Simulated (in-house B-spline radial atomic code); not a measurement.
A fraction x of an electron is removed from 2s in N⁴⁺, starting from [He] 2s1 and keeping the highest spin. Method: scalar-relativistic (X2C) TPSS, spin-polarised, spherical fractional occupations, Fermi nucleus of rms radius 2.5582 fm. Calculated with a B-spline radial code for spherical atoms.

```json
{"x": "0", "E(x) - E(0) (eV)": "0.0000", "2s up level (eV)": "-89.872"}
{"x": "0.06", "E(x) - E(0) (eV)": "5.4250", "2s up level (eV)": "-90.960"}
{"x": "0.23", "E(x) - E(0) (eV)": "21.1471", "2s up level (eV)": "-93.990"}
{"x": "0.27", "E(x) - E(0) (eV)": "24.9207", "2s up level (eV)": "-94.688"}
{"x": "0.43", "E(x) - E(0) (eV)": "40.2895", "2s up level (eV)": "-97.399"}
{"x": "0.5", "E(x) - E(0) (eV)": "47.1474", "2s up level (eV)": "-98.536"}
{"x": "0.73", "E(x) - E(0) (eV)": "70.2152", "2s up level (eV)": "-101.970"}
{"x": "0.78", "E(x) - E(0) (eV)": "75.3310", "2s up level (eV)": "-102.660"}
{"x": "0.91", "E(x) - E(0) (eV)": "88.8004", "2s up level (eV)": "-104.666"}
{"x": "1", "E(x) - E(0) (eV)": "98.2752", "2s up level (eV)": "-"}
```

The exact functional would give a straight line between the two integer points. Deviations E(x) - E(0) - x[E(1) - E(0)], in eV: -0.472 at x = 0.06, -1.456 at x = 0.23, -1.614 at x = 0.27, -1.969 at x = 0.43, -1.99 at x = 0.5, -1.526 at x = 0.73, -1.324 at x = 0.78, -0.63 at x = 0.91.

The curve lies below the straight line by up to 1.99 eV (at x = 0.5): convex, the delocalisation error that favours fractional charges.

**Question.** How well does Slater's transition state (minus the level at half occupation) give the ionisation energy?

**Answer.** It gives 98.536 eV against 98.275 eV from the two total energies; NIST lists 97.89 eV, ground level to ground level.
